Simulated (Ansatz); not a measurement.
One change: `CBCN` becomes `CB(Cl)CN`.

Ansatz, PBE0-D4/def2-TZVP geometries, multiplicity 1. Each molecule was computed in one conformer, which needn't be the lowest.

```
                                      property  `CBCN`
         HOMO–LUMO gap (B3LYP/def2-TZVPP) / eV    5.56
           HOMO energy (B3LYP/def2-TZVPP) / eV   -6.47
size of the dipole moment (PBE/def2-TZVPP) / D    1.29
       HOMO–LUMO gap (ωB97M-V/def2-TZVPP) / eV   10.38
         LUMO energy (ωB97M-V/def2-TZVPP) / eV    1.26
             HOMO energy (PBE/def2-TZVPP) / eV   -5.22
```

Question: What does the change do to each property? (An estimate is asked.)

Answer: The calculation gave: 
| property | `CB(Cl)CN` | shift |
| --- | --- | --- |
| HOMO–LUMO gap (B3LYP/def2-TZVPP) / eV | 5.72 | 0.16 |
| HOMO energy (B3LYP/def2-TZVPP) / eV | -6.61 | -0.14 |
| size of the dipole moment (PBE/def2-TZVPP) / D | 1.78 | 0.49 |
| HOMO–LUMO gap (ωB97M-V/def2-TZVPP) / eV | 10.64 | 0.26 |
| LUMO energy (ωB97M-V/def2-TZVPP) / eV | 1.37 | 0.11 |
| HOMO energy (PBE/def2-TZVPP) / eV | -5.36 | -0.14 |

Dipoles are sizes alone; their direction can turn.

B3LYP here is the variant with VWN-RPA as its local correlation; programs differ in this.
